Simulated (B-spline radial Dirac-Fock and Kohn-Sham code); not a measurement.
# Kohn-Sham estimates against Dirac-Fock for the levels of Br⁴⁺

System: the Br⁴⁺ ion, [Ar] 3d10 4s2 4p1.

The density-functional columns are spherical, spin-unpolarised Dirac-Kohn-Sham results without Breit or QED terms: −ε is minus the orbital energy of the initial state and ΔSCF the difference of two total energies. The reference in the last column comes from ΔSCF Dirac-Fock with Breit, self-energy and vacuum polarisation, finite nucleus, configuration average. All numbers are from a radial finite-basis atomic code, in eV; a selection of levels is shown. For the 1s level of heavy atoms much of the gap between ΔSCF and the reference is the Breit and QED part, -30.0 eV here; for other levels the error of the functional can be larger.

```tsv
level	LDA −ε	LDA ΔSCF	PBE −ε	PBE ΔSCF	Dirac-Fock
K	13346.8	13568.6	13368.9	13591.4	13541.7
L1	1784.5	1823.1	1786.9	1825.4	1855.2
L2	1614.0	1660.9	1614.7	1661.5	1664.3
L3	1566.6	1612.2	1567.2	1612.7	1617.7
M1	291.2	307.1	292.0	307.9	325.7
M2	231.9	247.6	232.1	247.8	258.2
M3	225.0	240.6	225.2	240.8	251.2
M4	121.5	136.9	121.2	136.5	134.8
M5	120.4	135.7	120.1	135.4	133.8
N1	67.70	74.96	67.31	74.51	72.06
N2,3	52.67	59.18	52.29	58.75	58.32
```

Q: Order the estimates of the K (1s) level by their distance from the Dirac-Fock value, nearest first.
A. PBE ΔSCF
B. LDA −ε
C. PBE −ε
D. LDA ΔSCF

A: D (26.9 eV), A (49.7 eV), C (172.9 eV), B (195.0 eV).

Values without a named source are computed, but for edge energies of neutral atoms, which are taken from tables.
